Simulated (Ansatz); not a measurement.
C6H17FO2SiSn, SMILES `C[O][Sn]([F])([CH2][Si](C)(C)C)[O]C`, relaxed with RKS PBE0-D4/def2-TZVP in Ansatz 0.2.0 from a GFN2-xTB geometry. The force threshold is 0.005 eV/Å; the program also tests the step.

The species carries charge 0 and has multiplicity 1. Sn takes the def2 core potential.

Start:

```xyz
28

C     0.313   -3.769   -0.271
O    -0.177   -2.466   -0.126
Sn    0.620   -1.013    1.068
F     1.268   -2.079    2.689
C    -0.839    0.615    1.371
Si   -1.248    1.560   -0.260
C    -2.026    0.330   -1.479
C     0.350    2.352   -0.911
C    -2.510    2.891    0.282
O     2.379   -0.313    0.297
C     3.614   -0.967    0.371
H    -0.485   -4.343   -0.748
H     0.546   -4.234    0.690
H     1.202   -3.799   -0.907
H    -1.699    0.110    1.801
H    -0.376    1.241    2.128
H    -2.127    0.754   -2.473
H    -3.013    0.014   -1.154
H    -1.407   -0.561   -1.556
H     1.152    1.618   -0.925
H     0.673    3.178   -0.283
H     0.228    2.735   -1.919
H    -2.814    3.495   -0.566
H    -3.406    2.446    0.704
H    -2.093    3.560    1.028
H     3.847   -1.297    1.387
H     4.365   -0.233    0.064
H     3.663   -1.826   -0.303
```

```tsv
step	energy (eV)	largest force (eV/Å)	largest move (Å)
1	-27010.0602	1.841	0.000
2	-27010.5108	0.364	0.188
3	-27010.5378	0.153	0.076
4	-27010.5432	0.052	0.050
5	-27010.5462	0.063	0.076
6	-27010.5473	0.042	0.054
7	-27010.5477	0.019	0.036
8	-27010.5478	0.008	0.019
9	-27010.5479	0.005	0.018
10	-27010.5479	0.005	0.017
11	-27010.5479	0.003	0.007
```

End:

```xyz
28

C     0.493   -3.618   -0.218
O    -0.155   -2.374   -0.071
Sn    0.576   -0.963    1.058
F     1.117   -1.909    2.648
C    -0.801    0.593    1.365
Si   -1.238    1.541   -0.213
C    -1.979    0.343   -1.442
C     0.318    2.323   -0.890
C    -2.487    2.861    0.241
O     2.270   -0.321    0.336
C     3.427   -1.127    0.325
H    -0.213   -4.314   -0.679
H     0.810   -4.041    0.742
H     1.371   -3.544   -0.871
H    -1.686    0.130    1.807
H    -0.354    1.253    2.114
H    -2.211    0.851   -2.381
H    -2.907   -0.089   -1.057
H    -1.301   -0.487   -1.663
H     1.098    1.580   -1.077
H     0.726    3.055   -0.187
H     0.110    2.843   -1.829
H    -2.774    3.440   -0.641
H    -3.396    2.420    0.660
H    -2.079    3.556    0.979
H     3.592   -1.637    1.281
H     4.288   -0.482    0.131
H     3.387   -1.884   -0.468
```

Run time 19 s (11 threads of an AMD EPYC 7R13 on a shared host and a whole NVIDIA H100 80 GB); peak host memory 1.6 GiB.
